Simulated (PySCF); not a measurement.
Compound: C5H6ClFO.
Z-matrix (Å and degrees, PBE0-D3(BJ)/def2-SVP geometry), rows numbered from 1:
```
C 
O   1  1.4023
C   2  1.3756  1  113.46
C   3  1.5085  2  116.78  1   147.44
C   4  1.4664  3   59.13  2  -110.67
C   5  1.3153  3  150.47  4  -178.28
F   6  1.3211  5  123.70  3   178.57
Cl  6  1.7238  5  124.53  3    -1.74
H   1  1.1068  2  111.80  3    61.02
H   1  1.0983  2  107.46  3  -179.89
H   1  1.1043  2  111.63  3   -60.27
H   3  1.1029  2  114.98  1   -68.49
H   4  1.0955  3  118.85  5  -108.79
H   4  1.0959  3  115.63  5   107.63
```

Computed with PySCF at wB97X-D/def2-SVPD, non-relativistic, on one gas-phase PBE0-D3(BJ)/def2-SVP geometry that isn't relaxed in the solvent. The solvent is an IEF-PCM continuum (Bondi radii, 1.10 Å for H, scaled by 1.2). The model holds no explicit solvent molecules, cavitation or dispersion.

Gas phase at wB97X-D/def2-SVPD: HOMO -9.28 eV, LUMO 1.39 eV, dipole 1.47 D.

**Question.** What does the continuum do to the energy, the frontier levels and the dipole at wB97X-D/def2-SVPD in chloroform and water?

**Answer.** 
```
   solvent      ε  E(solvent) − E(gas) (kJ/mol)  polarisation term (kJ/mol)  distortion of the solute (kJ/mol)  HOMO (eV)  LUMO (eV)  dipole (D)
chloroform  4.711                        -10.82                      -11.94                               1.12      -9.25       1.47        1.81
     water  78.36                        -15.38                      -17.74                               2.36      -9.25       1.48        1.97
```

The polarisation term is half the interaction of the solute with the surface charges that it induces; the rest is the cost of distorting the solute's density. The sum is the electrostatic part of solvation alone. From chloroform to water the lowering changes by a factor 1.42, Onsager's factor (ε − 1)/(2ε + 1) by 1.38 and ε itself by 16.6.

**Question.** Which radius a makes the point-dipole formula ΔE = −[(ε − 1)/(2ε + 1)]·μ²/a³ give the value in water, with the gas-phase dipole?

**Answer.** μ = 0.576 au and |ΔE| = 0.00586 Eh give a = 1.60 Å; the farthest nucleus lies 3.23 Å from the centroid of the nuclei, so such a sphere wouldn't even hold the nuclei. The formula assumes a rigid point dipole at the centre of a sphere.

**Question.** How does the static polarisability (wB97X-D/def2-SVPD, frozen core, with the continuum's full static response) change?

**Answer.** 
```json
{"medium": "gas", "isotropic (au)": "79.2", "principal values (au)": "59.8, 79.9, 98.0", "⟨r²⟩ of the electrons (bohr²)": "1270.2"}
{"medium": "chloroform", "isotropic (au)": "97.1", "principal values (au)": "73.7, 95.4, 122.2", "⟨r²⟩ of the electrons (bohr²)": "1269.9"}
{"medium": "water", "isotropic (au)": "106.3", "principal values (au)": "82.8, 102.6, 133.6", "⟨r²⟩ of the electrons (bohr²)": "1269.9"}
```

The isotropic value in water is 1.34 times the gas-phase one; no cavity-field correction is applied. ⟨r²⟩ is taken about the centre of nuclear charge.

The pairwise dispersion term of wB97X-D wasn't added to the energies; at a given geometry it leaves orbitals and properties as they are.
